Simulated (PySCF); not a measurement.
trans-(1R,2R)-1-chloro-2-ethynylcyclopropane (C5H5Cl), SMILES C#C[C@H]1C[C@H]1Cl. Geometry optimised at PBE0-D3(BJ)/def2-SVP.

The numbers are results of PBE0-D3(BJ)/def2-SVP (PySCF 2.14.0), not measurements.

Harmonic wavenumbers (cm⁻¹): 116, 193, 311, 339, 522, 589, 673, 689, 711, 788, 824, 951, 1032, 1056, 1075, 1108, 1128, 1215, 1311, 1384, 1466, 2254, 3160, 3167, 3212, 3268, 3492. Rotational constants (GHz): 4.374, 2.330, 1.680; symmetry number 1.

Work out the zero-point energy and the ideal-gas rigid-rotor harmonic-oscillator thermochemistry at 298.15 K and 1 atm.

ZPE = ½ Σ hcν = ½ × 36035 cm⁻¹ = 215.54 kJ/mol. H − E(el) = 233.73 kJ/mol. Entropy in J/(mol K): translation 166.25, rotation 114.35, vibration 45.70, total 326.30. G − E(el) = 136.45 kJ/mol. Cp = 98.46 J/(mol K). Modes under 150 cm⁻¹ make the vibrational entropy uncertain.
